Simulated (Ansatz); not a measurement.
Geometry optimisation, UKS r2SCAN-D4/STO-3G (Ansatz).

Input:

```yaml
crystal:
  periodic: [false, false, false]
  atoms:
    - { symbol: C, position_ang: [-2.15594, 0.87388, -0.39354] }
    - { symbol: B, position_ang: [-0.88784, 0.34286, -0.18972] }
    - { symbol: O, position_ang: [0.28295, -0.14611, -0.00618] }
    - { symbol: Si, position_ang: [1.75746, -0.70853, 0.32885] }
    - { symbol: H, position_ang: [-3.05511, 0.44715, 0.01413] }
    - { symbol: H, position_ang: [-2.34498, 1.75474, -0.98139] }
    - { symbol: H, position_ang: [2.18173, -0.16602, 1.6226] }
    - { symbol: H, position_ang: [2.60053, -0.23387, -0.76685] }
    - { symbol: H, position_ang: [1.6212, -2.1641, 0.3721] }
magnetization:
  spin_polarized: true
basis:
  gaussian: { orbitals: STO-3G }
hamiltonian:
  xc: r2scan
  dispersion: d4
relax:
  f_tol: 0.02
  max_steps: 40
```

Run as:

```bash
$ ansatz run input.yaml --threads 1 --pin off --max-ram 2048MiB --backend cpu --events-out ev --progress --plain --runs-dir out
```

Problem. Where does it end, and by what steps?

Solution. It converged. Limits of this set-up: minimal basis. After 14 steps the energy has fallen by 0.407 eV; O3 moved furthest, 0.85 Å.

| step | energy less start (eV) | largest force component (eV/Å) | accepted |
| --- | --- | --- | --- |
| 0 | 0.0000 | 1.994 | yes |
| 1 | -0.0762 | 0.891 | yes |
| 2 | 0.1672 | 2.264 | no |
| 3 | -0.0900 | 1.411 | yes |
| 4 | -0.1395 | 0.463 | yes |
| 5 | -0.2083 | 0.765 | yes |
| 6 | -0.2657 | 1.441 | yes |
| 7 | -0.1867 | 1.678 | no |
| 8 | -0.3173 | 1.090 | yes |
| 9 | -0.3626 | 0.212 | yes |
| 10 | -0.3945 | 0.149 | yes |
| 11 | -0.4053 | 0.283 | yes |
| 12 | -0.4053 | 0.266 | no |
| 13 | -0.4063 | 0.025 | yes |
| 14 | -0.4074 | 0.012 | yes |

```xyz
9
Properties=species:S:1:pos:R:3
C -1.986 0.882 -0.249
B -0.852 0.143 -0.450
O 0.193 -0.600 -0.723
Si 1.616 -0.679 0.259
H -2.846 0.507 0.307
H -2.107 1.896 -0.631
H 1.474 0.132 1.452
H 2.709 -0.208 -0.563
H 1.798 -2.074 0.598
```

The run took 100 s on 1 thread of Arm Neoverse N1, on a shared host, peak memory 0.2 GiB.
